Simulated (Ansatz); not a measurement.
Correlation energies of ClFH₄Si₂ (`F[SiH2][SiH2]Cl`) by basis set

Z-matrix (Å, degrees):
```
Si
Si 1 2.345
F 1 1.606 2 110.1
H 1 1.485 2 110.2 3 119.4
H 1 1.485 2 110.2 3 -119.4
Cl 2 2.065 1 104.9 3 179.9
H 2 1.484 1 112.9 3 62.2
H 2 1.484 1 112.9 3 -62.4
```

The species carries charge 0 and has multiplicity 1. Geometry: relaxed with PBE0-D4/def2-TZVP. It is one conformer, not always the lowest. Frozen core, restricted reference, Ansatz. CBS rows extrapolate triple and quadruple zeta.

```tsv
basis	HF (Eh)	MP2 corr.	CCSD corr.	(T)	CCSD(T) total
def2-TZVPP	-1139.32433	-0.68121	-0.73191	?	?
def2-QZVPP	-1139.36037	?	-0.78914	?	?
CBS(def2)	-1139.36533	?	-0.83153	-0.03301	?
```

(1) Fill in the withheld values. (Best estimate.)

## Answers

(1) Ansatz gave: def2-TZVPP (T): -0.02490; def2-TZVPP CCSD(T) total: -1140.08114; def2-QZVPP MP2 corr.: -0.74495; def2-QZVPP (T): -0.02956; def2-QZVPP CCSD(T) total: -1140.17907; CBS(def2) MP2 corr.: -0.79217; CBS(def2) CCSD(T) total: -1140.22987.
